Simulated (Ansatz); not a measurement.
Molecular dynamics of Si16O

input.yaml

```yaml
crystal:
  lattice:
    - [0.0, 5.43, 5.43]
    - [5.43, 0.0, 5.43]
    - [5.43, 5.43, 0.0]
  atoms:
    - { symbol: Si, position: [0.06039979, -0.05675055, -0.02058324] }
    - { symbol: Si, position: [0.11738388, 0.13154561, 0.09170235] }
    - { symbol: Si, position: [0.01028636, 0.02395474, 0.4708435] }
    - { symbol: Si, position: [0.12428348, 0.09543682, 0.62800001] }
    - { symbol: Si, position: [0.01777361, 0.49615048, -0.0213955] }
    - { symbol: Si, position: [0.15190997, 0.55057242, 0.1683031] }
    - { symbol: Si, position: [-0.01250076, 0.47042004, 0.54717977] }
    - { symbol: Si, position: [0.11818244, 0.64778473, 0.60203985] }
    - { symbol: Si, position: [0.49549746, 0.05768291, 0.00045346] }
    - { symbol: Si, position: [0.69344797, 0.06872448, 0.14155685] }
    - { symbol: Si, position: [0.51567779, 0.00688958, 0.49736225] }
    - { symbol: Si, position: [0.64098411, 0.14554267, 0.62136182] }
    - { symbol: Si, position: [0.49086863, 0.55478369, -0.01598061] }
    - { symbol: Si, position: [0.63060821, 0.6884078, 0.07828134] }
    - { symbol: Si, position: [0.49859344, 0.5182147, 0.45251167] }
    - { symbol: Si, position: [0.58682643, 0.63938487, 0.61510106] }
    - { symbol: O, position: [0.66560286, 0.34112051, 1.01980054], spin: 1.0 }
magnetization:
  spin_polarized: true
basis:
  ecutwfc: 420.0
kpoints:
  mp_grid: { grid: [2, 2, 2] }
hamiltonian:
  xc: pbe
  pseudopotentials: { kind: paw, azcp: { folder: soft_1 } }
scf:
  occupations: { method: fermi_dirac, width: 0.02 }
  lower_state_search: "off"
md:
  timestep: 1.5
  n_steps: 90
  ensemble: nvt_nose_hoover
  temperature: 840.0
  initial_velocities: maxwell_boltzmann
  seed: 721882
  nose_hoover: { tau: 100.0, chain_length: 3 }
```

Launched with:

```bash
$ ansatz run input.yaml --threads 1 --pin off --max-ram 3072MiB --backend cpu --events-out ev --progress --plain --runs-dir out
```

It goes on from the last frame of an earlier run, with new velocities.

Output, in part (warnings, step lines):

```
WARN: the starting moments were not kept: the SCF closed with an absolute magnetisation of 6.2e-6 μB, where they sum to 1 μB in size (1 site). That is at most 0.1 of that sum. Measured as dr2_m measures the in/out step, that magnetisation stands 1.0e-12 eV from none, at or under the dr2_threshold …
md step     0: t =     0.00 fs  T =   840.0 K  F+E_penalty+E_count = -10736.97844635 eV  E_kin = 1.737254 eV  conserved = -10735.24119197 eV  (15 SCF iters)
md step     1: t =     1.50 fs  T =   806.2 K  F+E_penalty+E_count = -10736.90586313 eV  E_kin = 1.667331 eV  conserved = -10735.23853549 eV  (7 SCF iters)
md step     2: t =     3.00 fs  T =   826.0 K  F+E_penalty+E_count = -10736.94782285 eV  E_kin = 1.708362 eV  conserved = -10735.23949292 eV  (7 SCF iters)
md step     3: t =     4.50 fs  T =   893.0 K  F+E_penalty+E_count = -10737.09006694 eV  E_kin = 1.846870 eV  conserved = -10735.24326627 eV  (7 SCF iters)
md step     4: t =     6.00 fs  T =   980.4 K  F+E_penalty+E_count = -10737.27480399 eV  E_kin = 2.027649 eV  conserved = -10735.24720664 eV  (7 SCF iters)
md step     5: t =     7.50 fs  T =  1058.4 K  F+E_penalty+E_count = -10737.43847041 eV  E_kin = 2.188910 eV  conserved = -10735.24943446 eV  (7 SCF iters)
md step     6: t =     9.00 fs  T =  1107.4 K  F+E_penalty+E_count = -10737.54067013 eV  E_kin = 2.290302 eV  conserved = -10735.24979651 eV  (7 SCF iters)
md step     7: t =    10.50 fs  T =  1121.2 K  F+E_penalty+E_count = -10737.56910455 eV  E_kin = 2.318734 eV  conserved = -10735.24901548 eV  (7 SCF iters)
[... lines left out ...]
md step    90: t =   135.00 fs  T =   923.8 K  F+E_penalty+E_count = -10737.12615883 eV  E_kin = 1.910522 eV  conserved = -10735.24564284 eV  (8 SCF iters)
```

The steps, from the saved trajectory:

| time (fs) | T (K) | potential energy less start (eV) | conserved less start (meV/atom) |
| --- | --- | --- | --- |
| 0 | 840 | 0.000 | 0.00 |
| 4.5 | 893 | -0.112 | -0.12 |
| 9 | 1107 | -0.562 | -0.51 |
| 13.5 | 1059 | -0.463 | -0.30 |
| 18 | 883 | -0.099 | -0.07 |
| 22.5 | 807 | 0.054 | -0.08 |
| 27 | 833 | -0.007 | -0.18 |
| 31.5 | 855 | -0.058 | -0.18 |
| 36 | 850 | -0.051 | -0.20 |
| 40.5 | 791 | 0.065 | -0.25 |
| 45 | 666 | 0.322 | -0.11 |
| 49.5 | 628 | 0.399 | -0.05 |
| 54 | 717 | 0.208 | -0.33 |
| 58.5 | 699 | 0.247 | -0.26 |
| 63 | 655 | 0.342 | 0.02 |
| 67.5 | 808 | 0.022 | -0.29 |
| 72 | 907 | -0.179 | -0.33 |
| 76.5 | 846 | -0.050 | -0.21 |
| 81 | 732 | 0.189 | -0.16 |
| 85.5 | 639 | 0.387 | -0.08 |
| 90 | 670 | 0.326 | -0.01 |
| 94.5 | 872 | -0.088 | -0.24 |
| 99 | 1022 | -0.396 | -0.47 |
| 103.5 | 920 | -0.175 | -0.25 |
| 108 | 858 | -0.036 | 0.04 |
| 112.5 | 1047 | -0.429 | -0.50 |
| 117 | 1012 | -0.350 | -0.42 |
| 121.5 | 763 | 0.174 | -0.03 |
| 126 | 688 | 0.334 | 0.00 |
| 130.5 | 829 | 0.041 | -0.26 |
| 135 | 924 | -0.148 | -0.26 |

The run went to its last step. The conserved energy stayed within 0.53 meV per atom of its start (net change -0.26 meV per atom), so the integration is sound. A run of 0.14 ps of so small a system gives no equilibrium averages. Limits of this set-up: a small cell, in which the defect meets its images.

Mean squared displacements from the first frame to the last, about the centre of mass: Si 0.15 Å², O 0.09 Å².

Last frame:

```xyz
17
Lattice="0.0000 5.4300 5.4300 5.4300 0.0000 5.4300 5.4300 5.4300 0.0000" Properties=species:S:1:pos:R:3
Si -0.247 0.340 0.202
Si 1.339 1.505 1.514
Si 2.684 2.629 -0.001
Si 3.986 4.083 1.496
Si 2.898 -0.036 2.546
Si 3.870 1.419 3.959
Si 5.376 2.691 2.792
Si 6.968 3.939 3.843
Si -0.169 2.463 3.046
Si 0.878 4.289 4.115
Si 2.375 5.439 2.752
Si 3.890 6.418 4.076
Si 3.016 2.591 5.822
Si 4.526 4.127 7.025
Si 5.628 5.421 5.328
Si 6.658 6.813 6.801
O 7.487 9.418 5.386
```

Time of the run: 20 min on 1 thread of Arm Neoverse V2, on a shared host, peak memory 0.66 GiB.
